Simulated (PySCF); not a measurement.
Correlation energy of Pr⁴¹⁺ (praseodymium, charge +41)

Starting occupation: [Ar]. Calculation: PySCF 2.14, in an even-tempered Gaussian basis (18 s from 3.1 bohr⁻², ratio 2.6; 14 p from 4 bohr⁻², ratio 2.6; 5 d from 4.1 bohr⁻², ratio 2.8; 3 f from 68 bohr⁻², ratio 2.8); X2C-1e with screened-nucleus spin-orbit coupling, Gaussian nucleus. Frozen: [Ne]; 8 electrons correlated; the 62 highest virtual spinors left out.

MP2 pair energies summed by pair of shells (mhartree):

| pair | energy | share (%) |
| --- | --- | --- |
| 3p3/2-3p3/2 | -176.47 | 41.5 |
| 3p1/2-3p3/2 | -157.38 | 37.0 |
| 3p1/2-3p1/2 | -41.02 | 9.6 |
| 3p3/2-3s1/2 | -23.32 | 5.5 |
| 3s1/2-3s1/2 | -14.65 | 3.4 |
| 3p1/2-3s1/2 | -12.43 | 2.9 |

Total MP2 correlation energy: -425.27 mhartree.

The virtual space was cut to 50 spinors, which keep -410.34 of the -425.27 mhartree of MP2 correlation.

| level | correlation energy (mhartree) |
| --- | --- |
| CCSD | -452.07 |
| (T) | -2.23 |
| CCSD(T) | -454.30 |

Diagnostics: T1 = 0.00026, largest double amplitude 0.039.

Q: Is a single reference adequate?

A: Yes: T1 lies below 0.03 and no double amplitude reaches 0.07.

The coupled-cluster values are those of the cut space; adding the MP2 remainder, -14.93 mhartree, estimates the full space.

At this charge the one-electron X2C treatment keeps the bare 1/r₁₂, with no two-electron picture change or Breit term. The effect here is smaller than on the frozen 1s shell.
